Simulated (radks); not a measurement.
Ionisation of the platinum ion Pt2+, [Xe] 4f14 5d8, to [Xe] 4f14 5d7 as the strength of local exchange is varied. Method: scalar-relativistic Kohn-Sham, Slater X-alpha exchange (alpha = 2/3 is LDA exchange), no correlation, spin-polarised, spherical densities, point nucleus; open shells are filled with parallel spins first (spin-orbit coupling, left out, can overturn this in heavy ions); computed with a radial shooting solver on a logarithmic mesh with Libxc functionals.

| alpha | E(Pt2+) (hartree) | exchange (hartree) | IE (eV) | -e of the level emptied (eV) | <r> of it (bohr) |
|---|---|---|---|---|---|
| 0.598 | -18359.4469 | -300.0593 | 28.782 | 22.831 (5d) | 1.595 |
| 0.645 | -18383.1760 | -324.0847 | 29.553 | 23.554 (5d) | 1.580 |
| 0.667 | -18394.2945 | -335.3527 | 29.918 | 23.897 (5d) | 1.573 |
| 0.713 | -18417.5650 | -358.9586 | 30.693 | 24.627 (5d) | 1.559 |
| 0.777 | -18449.9930 | -391.9039 | 31.793 | 25.666 (5d) | 1.540 |
| 0.846 | -18485.0218 | -427.5562 | 33.009 | 26.817 (5d) | 1.520 |
| 0.893 | -18508.9219 | -451.9202 | 33.854 | 27.621 (5d) | 1.506 |

NIST Atomic Spectra Database: 29 +/- 1.6 eV (theoretical). The Delta-SCF value meets it near alpha = 0.61. Open shells are spherical and high-spin; term and fine-structure splittings are not resolved. Spin-orbit splitting is averaged out at the scalar-relativistic level.
